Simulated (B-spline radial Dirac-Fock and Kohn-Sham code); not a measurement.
Calculated with a radial B-spline solver, using a relativistic central-field model (Hartree-Slater potential of the initial state, Latter tail, multipole expansion of the photon field, Dirac-Fock thresholds). Kinetic energies are from the vacuum level. Open shells are spread statistically over j, without multiplet splitting. Without correlation, outer binding energies are uncertain by a few eV, most for open f shells.

Question: A free atom or ion in its tabulated ground configuration is ionised with 4250 eV photons and gives these photoelectron lines. Identify it and assign the lines.

```csv
kinetic energy (eV),relative cross section
2054.6,57.0
2260.6,54.2
2320.4,100.0
3804.3,10.1
3879.5,7.0
3888.8,13.0
4018.9,1.8
4020.4,2.6
4119.5,1.9
```

Answer: Rb⁷⁺, [Ar] 3d10 4s2. Binding energies are hν less the kinetic energy: 2s 2195.4 eV, 2p1/2 1989.4 eV, 2p3/2 1929.6 eV, 3s 445.7 eV, 3p1/2 370.5 eV, 3p3/2 361.2 eV, 3d3/2 231.1 eV, 3d5/2 229.6 eV, 4s 130.5 eV.
